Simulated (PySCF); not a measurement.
# Assigning NMR signals

Mapped SMILES: `[CH3:1][SiH2:2]/[CH:3]=[C:4](\[Cl:5])[C:6](=[O:7])[O:8][CH:9]=[O:10]`; H(Xn) means a hydrogen on atom n.

Computational details: σ from GIAO-PBE0/pcSseg-1, GFN2-xTB geometry, in PySCF 2.14.0 with density-fitted response routines (equivalent nuclei averaged, non-relativistic Hamiltonian, gas phase, single conformer).

References, each an isolated molecule treated in the same way: ¹³C (σ = 186.93 ppm) and ¹H (σ = 31.72 ppm) vs TMS.

Question: Assign these signals to the numbered atoms. ¹³C{¹H} NMR (computed): δ 160.9 (C), 158.8 (CH), 155.1 (CH), 147.3 (C), -8.4 (CH3).

Answer: 
| δ (ppm) | atoms | environment | reason |
| --- | --- | --- | --- |
| 160.9 | C6 | anhydride carbonyl carbon | it is a carbonyl in resonance with an O or N lone pair, the region of acids, esters and amides |
| 158.8 | C9 | anhydride carbonyl carbon | – |
| 155.1 | C3 | β carbon of a C=C–C=O unit | conjugation with the carbonyl draws π density from the β position |
| 147.3 | C4 | α carbon of a C=C–C=O unit | as expected for a trigonal carbon in a double bond |
| -8.4 | C1 | methyl carbon bonded to Si | an electropositive neighbour leaves it electron-rich and shielded |

Question: Assign these signals to the numbered atoms. ¹H NMR (600 MHz, computed): δ 8.23 (s, 1H), 8.22 (t, 1H), 4.55 (m, 2H), 0.39 (t, 3H).

Answer: 
```tsv
δ (ppm)	atoms	environment	reason
8.23	H(C9)	hydrogen on an anhydride carbonyl carbon	–
8.22	H(C3)	hydrogen on a β carbon of a C=C–C=O unit	–
4.55	H(Si2)	hydrogen on a silicon bonded to 2 C	–
0.39	H(C1)	hydrogen on a methyl carbon bonded to Si	an electropositive neighbour shields it, as in TMS itself
```

H(C9) and H(C3) lie closer than the usual error of such a calculation, so a measured spectrum could show them in the other order.

Carbons that carry Cl, above all several Cl atoms, come out too deshielded, partly because spin–orbit coupling is missing. Shifts are as computed. Against solution values, carbons near 30 ppm lie about +3 ppm off and those near 130 ppm about +5 ppm; carbons on Cl a further +6 ppm. Of 1211 compounds with measured shifts, 218 miss one by over three times the rms of a fit or turn the order of signals round; such compounds aren't used in these exercises. No couplings were computed; multiplicities are counted from neighbouring protons, with m where these are inequivalent, close in shift, in a saturated or five-membered ring or joined by F or P, and br s for small geminal =CH2 splittings.
